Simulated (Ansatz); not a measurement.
Born–Oppenheimer molecular dynamics of GaH$_{3}$ (4 atoms, charge 0, multiplicity 1). It starts from a relaxed structure.

Computed with RKS revPBE/def2-SVP in Ansatz 0.2.0.

| Quantity | Value |
| --- | --- |
| ensemble | NVT, Nosé–Hoover chain |
| time step | 0.5 fs |
| steps asked | 250 |
| set temperature | 300 K |
| thermostat | time constant 100 fs, chain length 1 |
| seed | 205888 |

Frames 2.5 fs apart, positions in Å, forces in eV/Å.

Velocities at 25.0 fs (Å/ps):

```
Ga -0.36 0.58 -0.12
H 13.68 -13.68 17.47
H -3.41 -13.01 -0.31
H 14.47 -13.20 -8.63
```

```xyz
4
Properties=species:S:1:pos:R:3:forces:R:3 time_fs=25.0 energy_less_start_eV=0.008 T=273
Ga -0.001 0.001 0.001 -0.04 -0.08 -0.43
H 0.039 -0.015 1.570 -0.08 0.03 0.21
H 1.382 -0.012 -0.792 -0.08 0.03 0.02
H -1.372 -0.017 -0.834 0.20 0.03 0.19
4
Properties=species:S:1:pos:R:3:forces:R:3 time_fs=27.5 energy_less_start_eV=0.022 T=220
Ga -0.002 0.002 0.000 0.23 -0.26 0.29
H 0.070 -0.048 1.614 -0.15 0.09 -0.39
H 1.372 -0.043 -0.793 0.04 0.08 -0.01
H -1.333 -0.049 -0.851 -0.12 0.08 0.10
4
Properties=species:S:1:pos:R:3:forces:R:3 time_fs=30.0 energy_less_start_eV=0.057 T=86
Ga -0.002 0.003 0.000 0.48 -0.40 0.70
H 0.093 -0.076 1.636 -0.20 0.16 -0.66
H 1.365 -0.070 -0.794 0.13 0.13 -0.03
H -1.300 -0.076 -0.861 -0.40 0.12 -0.01
4
Properties=species:S:1:pos:R:3:forces:R:3 time_fs=32.5 energy_less_start_eV=0.064 T=63
Ga -0.003 0.004 0.001 0.53 -0.50 0.54
H 0.103 -0.094 1.621 -0.22 0.19 -0.51
H 1.365 -0.088 -0.796 0.12 0.16 -0.02
H -1.291 -0.096 -0.872 -0.43 0.15 0.00
4
Properties=species:S:1:pos:R:3:forces:R:3 time_fs=35.0 energy_less_start_eV=0.053 T=106
Ga -0.002 0.004 0.002 0.37 -0.55 -0.17
H 0.101 -0.101 1.577 -0.19 0.18 0.03
H 1.371 -0.098 -0.799 0.02 0.19 0.01
H -1.305 -0.107 -0.882 -0.19 0.18 0.13
4
Properties=species:S:1:pos:R:3:forces:R:3 time_fs=37.5 energy_less_start_eV=0.063 T=66
Ga -0.002 0.004 0.002 0.14 -0.53 -0.97
H 0.087 -0.097 1.536 -0.15 0.15 0.66
H 1.379 -0.096 -0.802 -0.09 0.19 0.04
H -1.331 -0.108 -0.885 0.09 0.19 0.27
4
Properties=species:S:1:pos:R:3:forces:R:3 time_fs=40.0 energy_less_start_eV=0.057 T=89
Ga -0.001 0.004 0.002 0.01 -0.47 -1.12
H 0.064 -0.085 1.531 -0.11 0.12 0.77
H 1.381 -0.083 -0.802 -0.12 0.17 0.05
H -1.353 -0.097 -0.872 0.22 0.18 0.29
4
Properties=species:S:1:pos:R:3:forces:R:3 time_fs=42.5 energy_less_start_eV=0.020 T=234
Ga -0.001 0.003 0.001 -0.01 -0.36 -0.44
H 0.034 -0.065 1.568 -0.07 0.11 0.22
H 1.377 -0.060 -0.799 -0.07 0.12 0.04
H -1.362 -0.075 -0.842 0.15 0.13 0.19
4
Properties=species:S:1:pos:R:3:forces:R:3 time_fs=45.0 energy_less_start_eV=0.012 T=269
Ga 0.000 0.002 0.000 0.02 -0.21 0.42
H 0.000 -0.038 1.619 -0.01 0.08 -0.42
H 1.369 -0.030 -0.794 0.05 0.07 0.00
H -1.363 -0.046 -0.801 -0.06 0.07 0.00
4
Properties=species:S:1:pos:R:3:forces:R:3 time_fs=47.5 energy_less_start_eV=0.029 T=207
Ga 0.001 0.000 -0.001 0.04 -0.03 0.92
H -0.035 -0.007 1.646 0.08 0.01 -0.71
H 1.364 0.005 -0.789 0.13 0.01 -0.03
H -1.368 -0.013 -0.760 -0.25 0.01 -0.17
4
Properties=species:S:1:pos:R:3:forces:R:3 time_fs=50.0 energy_less_start_eV=0.028 T=211
Ga 0.001 -0.001 -0.002 -0.05 0.16 0.84
H -0.065 0.025 1.633 0.15 -0.06 -0.57
H 1.366 0.040 -0.785 0.10 -0.05 -0.04
H -1.386 0.021 -0.729 -0.20 -0.05 -0.23
4
Properties=species:S:1:pos:R:3:forces:R:3 time_fs=52.5 energy_less_start_eV=0.027 T=218
Ga 0.002 -0.003 -0.001 -0.23 0.32 0.23
H -0.086 0.054 1.588 0.18 -0.11 -0.03
H 1.374 0.072 -0.784 0.00 -0.11 -0.01
H -1.415 0.052 -0.710 0.05 -0.11 -0.19
```

Of the whole run (125 fs, mean temperature of the second half 197 K): The conserved energy stayed within 0.082 meV per atom of its start (net change 0.044 meV per atom), so the integration is sound. The mean temperature of the second half is 34 % below the set value. A run of 0.12 ps of so small a system gives no equilibrium averages.

Run time: 2.5 min on 1 thread of Arm Neoverse V1, on a shared host, peak memory 0.085 GiB.
